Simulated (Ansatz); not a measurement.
Isolated molecules relaxed with PBE0-D4/def2-TZVP in Ansatz; ΔE leaves out vibrations. CBS: MP2 limit from def2 TZ/QZ plus the TZ coupled-cluster correction, frozen cores. Functionals use def2-TZVPP. B3LYP here is the variant with VWN-RPA as its local correlation; programs differ in this. For Mg outer-core shells are correlated without core-valence functions, which leaves a few kJ/mol of doubt a bond. One conformer a species, not always the lowest.

Consider the ligand exchange at the Si–C bond: `BC([SiH3])[SiH2]Cl` + `[CH3][Mg][OH]` → `[CH3][Mg][O][SiH3]` + `BC[SiH2]Cl`.

```tsv
level	ΔE (kcal/mol)
B3LYP-D4	-25.9
PBE	-23.5
r2SCAN	-25.5
B3LYP	-28.5
HF/def2-TZVPP	-33.4
MP2/def2-TZVPP	-25.1
HF/def2-QZVPP	-33.9
MP2/CBS(def2)	-25.0
```

Problem. What does CCSD(T)/CBS give? (An estimate is asked.)

Solution. The calculation gave: -25.6 kcal/mol. The listed levels differ from it by -0.3, 2.1, 0.1, -2.9, -7.8, 0.5, -8.3, 0.6 kcal/mol.

Largest T1 diagnostic among the species: 0.011.

From PBE to PBE0 (25 % exact exchange), in def2-TZVPP and without D4, ΔE moves by −1.0 kcal/mol. In def2-TZVPP, CCSD(T) changes the Hartree–Fock value by +7.7 kcal/mol (the triples alone add +1.1 kcal/mol) and MP2 by +8.3 kcal/mol.
